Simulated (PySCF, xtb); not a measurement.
SnI, SMILES [Sn+][I] (connectivity only; charge and spin as stated), charge +1, multiplicity 1.

Harmonic wavenumbers (cm⁻¹) from GFN2-xTB run with xtb at its own minimum, in rising order: 244.

Task: What does B3LYP-D3(BJ)/def2-TZVP in PySCF give at its own minimum? (The exact figures need the calculation; the answer reports its results.)

Result: 234. Paired by order, the mean absolute difference is 10 cm⁻¹ and the zero-point energies are 0.3 and 0.3 kcal/mol.
